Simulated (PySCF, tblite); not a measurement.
C7H9ClP2.
Geometry (GFN2-xTB, Å), atoms numbered from 1 in this order:
```xyz
19
C7H9ClP2 angstrom
C     -1.7991    0.2641    1.2367
C     -1.2133    0.1747   -0.1732
C     -1.7591   -1.0534   -0.9002
C      0.2979    0.1321   -0.1014
C      1.0138    1.2158   -0.5782
C      2.3846    1.3899   -0.5981
P      3.6317    0.3246   -0.0442
C      2.6774   -1.0050    0.5460
Cl     3.6311   -2.3140    1.2048
P      0.9705   -1.3160    0.6185
H     -1.5173   -0.6157    1.8139
H     -1.4264    1.1483    1.7498
H     -2.8846    0.3192    1.1935
H     -1.5131    1.0693   -0.7310
H     -1.3233   -1.1321   -1.8944
H     -2.8403   -0.9847   -0.9990
H     -1.5196   -1.9587   -0.3439
H      0.4269    2.0324   -0.9881
H      2.7525    2.3185   -1.0189
```

Method: PBE0/pcSseg-1 in PySCF (dipole) on a GFN2-xTB geometry, gas phase.

Take the most abundant isotopes and a rigid rotor. The values belong to one conformer with, in the numbering `[CH3:1][CH:2]([CH3:3])[c:4]1[cH:5][cH:6][p:7][c:8]([Cl:9])[p:10]1`, C1–C2–C4–C5 -112°.

(1) What are A, B and C (MHz)?

(2) Classify the top.

(3) What does the inertial defect say?

(4) Give the other two planar moments, Paa and Pbb, and the rms extents of the mass along the axes.

(5) Which types of transition are allowed, and where do some lines up to J = 5 fall?

## Answers

(1) Ia = 351.65, Ib = 873.62, Ic = 1119.04 u·Å²; 505379 MHz·u·Å²/I gives A = 1437, B = 578.5, C = 451.6 MHz.

(2) An asymmetric top. Ray's parameter κ = (2B − A − C)/(A − C) = -0.743; −1 is the prolate and +1 the oblate limit.

(3) Not planar: Δ = Ic − Ia − Ib = -106.23 u·Å². For a rigid frame Δ = −2 Σ m c², so Σ m c² = 53.12 u·Å² lies off the ab plane: 15.70 from hydrogen and 37.41 from heavier atoms. The atom farthest from that plane is 2.15 Å away.

(4) Paa = Σ m a² = (Ib + Ic − Ia)/2 = 820.50 and Pbb = Σ m b² = (Ia + Ic − Ib)/2 = 298.53 u·Å². With the mass M = 189.99 u, the rms extents √(P/M) along a, b and c are 2.08, 1.25, 0.53 Å.

(5) The dipole components are |μa| = 3.15 D, |μb| = 1.71 D, |μc| = 0.03 D. The squared components, which scale the intensities, stand as 1.00 : 0.29 : 0.00 (a : b : c). Some lines, for components of 0.1 D or more:

```tsv
type	branch	J(Ka,Kc)	MHz	lower level (cm⁻¹)
a	Q	5(2,3) ← 5(2,4)	414	0.637
b	Q	1(1,0) ← 1(0,1)	986	0.034
a	R	1(0,1) ← 0(0,0)	1030	0.000
b	Q	3(1,2) ← 3(0,3)	1358	0.204
b	Q	4(1,3) ← 4(0,4)	1706	0.337
a	R	2(1,1) ← 1(1,0)	2187	0.067
b	Q	5(2,3) ← 5(1,4)	2294	0.574
b	R	3(0,3) ← 2(1,2)	2294	0.127
b	Q	3(2,1) ← 3(1,2)	2459	0.249
a	R	5(1,5) ← 4(1,4)	4784	0.352
b	R	4(2,2) ← 3(1,3)	7452	0.224
b	Q	5(5,1) ← 5(4,2)	8272	1.009
b	R	4(3,2) ← 3(2,1)	8698	0.331
b	R	4(3,1) ← 3(2,2)	8768	0.329
b	R	5(5,1) ← 4(4,0)	13452	0.836
b	R	5(5,0) ← 4(4,1)	13452	0.836
```

Its GFN2-xTB frequencies are all real (lowest 22 cm⁻¹). These are rigid-rotor constants of the computed structure; measured ground-state constants (B0) also hold zero-point vibration. A rigid rotor knows nothing of internal rotation, which can split or shift real lines. Quadrupole hyperfine structure (35Cl) is left out.
